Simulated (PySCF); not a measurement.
Point-charge models of `C=C[Si](C=C)(C=C)OC(C)(C)C` (Si(vinyl)3(OtBu)) against its computed dipole.

Coordinates (PBE0-D3(BJ)/def2-SVP, Å) and charges (e) from the PBE0/pcSseg-1 density (PySCF):

```json
{"atom": "Si1", "x": "0.153", "y": "0.528", "z": "0.697", "Mulliken": "+1.3373", "IAO": "+1.2302", "Hirshfeld": "+0.4229", "ESP-fitted": "+0.7164"}
{"atom": "C2", "x": "0.162", "y": "0.101", "z": "2.516", "Mulliken": "-0.5123", "IAO": "-0.4324", "Hirshfeld": "-0.1315", "ESP-fitted": "-0.1691"}
{"atom": "C3", "x": "0.694", "y": "0.865", "z": "3.477", "Mulliken": "-0.1776", "IAO": "-0.2727", "Hirshfeld": "-0.0742", "ESP-fitted": "-0.3962"}
{"atom": "H4", "x": "-0.307", "y": "-0.849", "z": "2.802", "Mulliken": "+0.1379", "IAO": "+0.1582", "Hirshfeld": "+0.0444", "ESP-fitted": "+0.1285"}
{"atom": "H5", "x": "1.177", "y": "1.824", "z": "3.253", "Mulliken": "+0.1252", "IAO": "+0.1418", "Hirshfeld": "+0.0449", "ESP-fitted": "+0.1791"}
{"atom": "H6", "x": "0.676", "y": "0.574", "z": "4.533", "Mulliken": "+0.1241", "IAO": "+0.1450", "Hirshfeld": "+0.0470", "ESP-fitted": "+0.1681"}
{"atom": "C7", "x": "1.892", "y": "0.802", "z": "0.050", "Mulliken": "-0.5503", "IAO": "-0.4502", "Hirshfeld": "-0.1429", "ESP-fitted": "-0.4011"}
{"atom": "C8", "x": "3.006", "y": "0.548", "z": "0.747", "Mulliken": "-0.1632", "IAO": "-0.2639", "Hirshfeld": "-0.0790", "ESP-fitted": "-0.2509"}
{"atom": "H9", "x": "2.013", "y": "1.225", "z": "-0.958", "Mulliken": "+0.1329", "IAO": "+0.1416", "Hirshfeld": "+0.0387", "ESP-fitted": "+0.1741"}
{"atom": "H10", "x": "2.966", "y": "0.136", "z": "1.762", "Mulliken": "+0.1276", "IAO": "+0.1454", "Hirshfeld": "+0.0384", "ESP-fitted": "+0.1382"}
{"atom": "H11", "x": "4.007", "y": "0.740", "z": "0.341", "Mulliken": "+0.1197", "IAO": "+0.1432", "Hirshfeld": "+0.0462", "ESP-fitted": "+0.1466"}
{"atom": "C12", "x": "-0.819", "y": "2.098", "z": "0.381", "Mulliken": "-0.5240", "IAO": "-0.4481", "Hirshfeld": "-0.1469", "ESP-fitted": "-0.3485"}
{"atom": "C13", "x": "-1.518", "y": "2.749", "z": "1.319", "Mulliken": "-0.1683", "IAO": "-0.2655", "Hirshfeld": "-0.0830", "ESP-fitted": "-0.2892"}
{"atom": "H14", "x": "-0.817", "y": "2.518", "z": "-0.634", "Mulliken": "+0.1263", "IAO": "+0.1434", "Hirshfeld": "+0.0385", "ESP-fitted": "+0.1638"}
{"atom": "H15", "x": "-1.562", "y": "2.391", "z": "2.353", "Mulliken": "+0.1274", "IAO": "+0.1444", "Hirshfeld": "+0.0369", "ESP-fitted": "+0.1463"}
{"atom": "H16", "x": "-2.075", "y": "3.668", "z": "1.100", "Mulliken": "+0.1189", "IAO": "+0.1428", "Hirshfeld": "+0.0451", "ESP-fitted": "+0.1525"}
{"atom": "O17", "x": "-0.591", "y": "-0.790", "z": "-0.005", "Mulliken": "-0.6491", "IAO": "-0.6426", "Hirshfeld": "-0.2184", "ESP-fitted": "-0.6258"}
{"atom": "C18", "x": "-0.664", "y": "-1.271", "z": "-1.338", "Mulliken": "-0.1729", "IAO": "+0.2539", "Hirshfeld": "+0.0977", "ESP-fitted": "+0.9156"}
{"atom": "C19", "x": "0.602", "y": "-2.068", "z": "-1.643", "Mulliken": "-0.1892", "IAO": "-0.4174", "Hirshfeld": "-0.1268", "ESP-fitted": "-0.6193"}
{"atom": "C20", "x": "-1.890", "y": "-2.177", "z": "-1.387", "Mulliken": "-0.1755", "IAO": "-0.4102", "Hirshfeld": "-0.1240", "ESP-fitted": "-0.6221"}
{"atom": "C21", "x": "-0.826", "y": "-0.117", "z": "-2.326", "Mulliken": "-0.2417", "IAO": "-0.4202", "Hirshfeld": "-0.1219", "ESP-fitted": "-0.5882"}
{"atom": "H22", "x": "0.558", "y": "-2.514", "z": "-2.648", "Mulliken": "+0.1074", "IAO": "+0.1321", "Hirshfeld": "+0.0394", "ESP-fitted": "+0.1326"}
{"atom": "H23", "x": "1.492", "y": "-1.423", "z": "-1.588", "Mulliken": "+0.1244", "IAO": "+0.1382", "Hirshfeld": "+0.0311", "ESP-fitted": "+0.1563"}
{"atom": "H24", "x": "0.722", "y": "-2.875", "z": "-0.906", "Mulliken": "+0.1174", "IAO": "+0.1416", "Hirshfeld": "+0.0394", "ESP-fitted": "+0.1499"}
{"atom": "H25", "x": "-1.789", "y": "-2.982", "z": "-0.644", "Mulliken": "+0.1180", "IAO": "+0.1421", "Hirshfeld": "+0.0395", "ESP-fitted": "+0.1496"}
{"atom": "H26", "x": "-2.011", "y": "-2.629", "z": "-2.382", "Mulliken": "+0.1015", "IAO": "+0.1309", "Hirshfeld": "+0.0394", "ESP-fitted": "+0.1371"}
{"atom": "H27", "x": "-2.795", "y": "-1.601", "z": "-1.145", "Mulliken": "+0.1160", "IAO": "+0.1408", "Hirshfeld": "+0.0391", "ESP-fitted": "+0.1511"}
{"atom": "H28", "x": "0.054", "y": "0.545", "z": "-2.313", "Mulliken": "+0.1132", "IAO": "+0.1265", "Hirshfeld": "+0.0367", "ESP-fitted": "+0.1233"}
{"atom": "H29", "x": "-1.716", "y": "0.480", "z": "-2.078", "Mulliken": "+0.1305", "IAO": "+0.1411", "Hirshfeld": "+0.0394", "ESP-fitted": "+0.1446"}
{"atom": "H30", "x": "-0.938", "y": "-0.496", "z": "-3.353", "Mulliken": "+0.1186", "IAO": "+0.1399", "Hirshfeld": "+0.0435", "ESP-fitted": "+0.1367"}
```

What dipole does each set of charges give (1 e·Å = 4.803 D), and what does the density give?

The full density gives (0.48, 0.35, -0.65) D, 0.88 D in size; dipole vectors point from the negative to the positive end.

```
    scheme    μx     μy     μz  size (D)  share of the full size (%)  angle to the full dipole (°)
  Mulliken  0.45  -0.34  -1.53      1.63                         185                            40
       IAO  0.51   0.29  -0.97      1.14                         129                            12
 Hirshfeld  0.24   0.15  -0.07      0.29                          33                            33
ESP-fitted  0.49   0.37  -0.64      0.89                         101                             2
```

Which set comes closest?

Length of the difference vector: ESP-fitted 0.03 D, IAO 0.33 D, Hirshfeld 0.66 D, Mulliken 1.12 D. Closest: ESP-fitted. The schemes that divide the density aren't constrained to reproduce the dipole.

What is left for the Hirshfeld atoms' own dipoles?

The shares of the density sum to the whole, so what Σ q r misses lies in dipoles about the nuclei. The atomic dipoles sum to (0.48, 0.35, -0.65) − (0.24, 0.15, -0.07) = (0.24, 0.20, -0.58) D, 0.66 D in size.

With the origin at the mean of the coordinates, (-0.005, 0.000, 0.000) Å, which are the largest single terms, by size, of the Mulliken dipole along the direction of the full one?

C2 +4.26, C7 -3.47, O17 +1.96, H4 -1.70, H6 -1.64 D; all 30 atoms together +1.24 D. The single terms depend on the origin, their sum doesn't.

Give the size of the full dipole in other units.

0.88 D = 0.347 au = 0.183 e·Å = 2.94 × 10⁻³⁰ C·m.

One conformer (not necessarily the lowest) at the PBE0-D3(BJ)/def2-SVP geometry, without solvent, vibrations or thermal averaging.
